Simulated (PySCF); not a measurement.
C2H6F2Si, SMILES C[Si@H](F)CF. Atoms are numbered in the order given.

```xyz
11

C      1.9491    -0.5559    -0.6547
Si     0.3839     0.3486    -0.2009
F      0.5547     0.9602     1.3042
C     -1.0794    -0.8452    -0.1862
F     -2.2684    -0.1525     0.0004
H      2.8195     0.1162    -0.5939
H      1.8946    -0.9469    -1.6839
H      2.1271    -1.4033     0.0267
H      0.0924     1.4870    -1.1105
H     -1.1348    -1.4021    -1.1410
H     -0.9690    -1.5950     0.6190
```

Geometry: ωB97X-D3(BJ)/def2-SVP. The structure was generated by enumeration; whether it is a known compound was not checked. Other conformers were not sampled.

All values below come from SMD-ωB97X/def2-SVP (PySCF).

Solvation free energies are E(SMD) − E(gas) at the gas-phase geometry, for 1 M in both phases. In vacuum the dipole moment is 3.10 D.

Computed solvation free energies in water, methanol, ethanol:
```
solvent   ΔG(solv) (kcal/mol)  its non-electrostatic (CDS) part  dipole (D)
--------  -------------------  --------------------------------  ----------
water                    -1.1                               4.6        3.87
methanol                 -4.7                               0.8        3.85
ethanol                  -4.7                               0.7        3.83
```
